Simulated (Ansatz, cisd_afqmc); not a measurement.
Species: C3H4O, charge 0, singlet. C3H4O (SMILES C#CCO).
B3LYP-D3(BJ)/def2-TZVP minimum from Ansatz (a quantum-chemistry and plane-wave program):
```xyz
8

C      1.9165    -0.0504    -0.1660
C      0.7505    -0.2424     0.0420
C     -0.6727    -0.4318     0.3116
O     -1.4929     0.5840    -0.2542
H      2.9487     0.1100    -0.3594
H     -0.8259    -0.5046     1.3955
H     -1.0125    -1.3707    -0.1287
H     -1.1322     1.4407     0.0008
```
Charge 0, spin multiplicity 1.

Total energies in cc-pVTZ, 22 correlated electrons, 4 frozen orbitals. Open shells are spin-unrestricted; no spin-orbit coupling. Cores are frozen in correlated methods. No relativity. AFQMC is phaseless with a CISD trial state; ± is one standard error, without the phaseless bias. Outlying blocks are dropped, and bars are widened where a walk drifts. Over all cases where full CI ran beside it in this data, AFQMC minus full CI had a median of +0.1 mEh and passed +0.4 mEh in a tenth of the cases.

```
method         program         energy (Eh)  minus AFQMC/CISD (mEh)
----------  ----------  ------------------  ----------------------
HF              Ansatz          -190.78520             767.7 ± 0.4
MP2             Ansatz          -191.49892              54.0 ± 0.4
CCSD            Ansatz          -191.51838              34.6 ± 0.4
CCSD(T)         Ansatz          -191.55103               1.9 ± 0.4
AFQMC/CISD  cisd_afqmc  -191.5529 ± 0.0004                     0.0
```
